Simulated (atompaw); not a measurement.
Before and after: PAW (atompaw) potential for Nb

```json
{"Element": "niobium", "Generator": "atompaw 4.2.0.5", "Type": "PAW", "Functional": "PBE", "Relativity": "scalar-relativistic", "Frozen core": "[Ar] 3d10", "Valence charge": "13", "Reference configuration": "4s2 4p6 4d4 5s1 5p0", "Partial waves": "4s (bound): rc 1.65 bohr; 5s (bound): rc 2.70 bohr; 4p (bound): rc 1.75 bohr; 5p (bound, empty): rc 2.70 bohr; 4d (bound): rc 2.70 bohr; 4d channel at 1.8 Ry: rc 2.70 bohr", "Local potential": "troulliermartins scheme with l = 3 at 0 Ry, radius 2.00 bohr", "Core correction": "smooth core density matched at 2.35 bohr", "Augmentation charge": "gaussian compensation charge, radius 2.50 bohr; PAW radius 2.70 bohr; waves and projectors: custom polynom2 7 10 vanderbiltortho"}
```

All-electron outer shells of the reference configuration (PBE, scalar-relativistic, ld1.x):

| shell | level (eV) | outermost node (bohr) | outermost maximum (bohr) |
| --- | --- | --- | --- |
| 3p | -346.84 | 0.17 | 0.39 |
| 3d | -196.29 | – | 0.33 |
| 4s | -58.39 | 0.53 | 1.04 |
| 4p | -34.52 | 0.54 | 1.12 |
| 5s | -3.98 | 1.41 | 3.08 |
| 4d | -3.04 | 0.55 | 1.49 |
| 5p | -1.11 | 1.63 | 4.26 |

Change: all radii scaled by about 1.28 (s 2.12, p 2.24, d 3.46 bohr); local potential troulliermartins scheme with l = 3 at 0 Ry, radius 2.56 bohr; augmentation gaussian compensation charge, radius 3.20 bohr; PAW radius 3.46 bohr; waves and projectors: custom polynom2 7 10 vanderbiltortho; core correction smooth core density matched at 3.02 bohr.

Cutoffs: the cutoffs (Ry, on a coarse ladder) from which the occupation-weighted sum of valence levels, in a spherical-Bessel basis at the reference potential, stays within 10 and 1 mRy of its value at 400 Ry; they do not see the model core or the augmentation charge, which bear on the density cutoff.

Problem. What does the change do?

Solution. The potential gets softer (25 Ry and 60 Ry → 21 Ry and 35 Ry); neither file shows a bound ghost. A larger radius leaves more room for a smooth pseudo-wave, so fewer plane waves are needed.

```tsv
quantity	base	changed
cutoff, loose	25 Ry	21 Ry
cutoff, tight	60 Ry	35 Ry
loose cutoff by channel (10 mRy a level)	s 15 Ry, p 18 Ry, d 15 Ry	s 10 Ry, p 10 Ry, d 8 Ry
bound ghosts	none	none
lowest overlap eigenvalue by channel	s 0.34, p 0.48, d 0.91	s 0.33, p 0.52, d 1.00
```

 The cutoffs see the waves, projectors and local potential, not the compensation charge or the core.
